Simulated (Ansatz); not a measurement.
Gas-phase electronic energies from Ansatz, PBE0-D4/def2-TZVP geometries. CBS: MP2 limit from def2 TZ/QZ plus the TZ coupled-cluster correction, frozen cores. This one scheme is used for every species, atoms too. Functionals use def2-TZVPP. No spin–orbit coupling; open shells (•) take unrestricted orbitals. Spin–orbit coupling would lower the free atoms: a little for Cl; clearly for Br; strongly for Sn. def2 core potentials past Kr. Bonds to Br, Sn are less sure, by a few kJ/mol each and by 10 to 20 or more in all where they break to atoms, as the def2 sets lack core-valence functions. Scalar relativity is left out up to krypton.

Reaction (atomization): `[Cl][SnH]([Cl])[Br]` → Br• + 2 Cl• + H• + Sn•

```
  level  ΔE (kJ/mol)
PBE0-D4       1226.7
   PBE0       1210.5
```

(1) What does CCSD(T)/CBS give? (An estimate is asked.)

Largest T1 diagnostic among the species: 0.011.

Results:

(1) The calculation gave: +1257.1 kJ/mol. The listed levels differ from it by -30.4, -46.6 kJ/mol.

Leaving LDA and LC-ωPBE aside and taking each functional with its dispersion term where it has one, the values, not all of them listed here, spread over 98.6 kJ/mol, from BHLYP-D4 to B97M-V. LDA lies +202.5 kJ/mol from PBE without D4, its usual overbinding. The D4 term adds +30.7 kJ/mol with B3LYP and +16.2 kJ/mol with PBE0; it sums over pairs of atoms, weighted by their polarisabilities, and B3LYP, whose exchange is more repulsive, gets the larger term.

B3LYP here is the variant with VWN-RPA as its local correlation; programs differ in this.

For atomizations the MP2-based limit and the directly extrapolated one differ by several kJ/mol either way, and by 10 to 25 for some Ge, Se and Sn compounds, so smaller differences from it don't rank the levels.
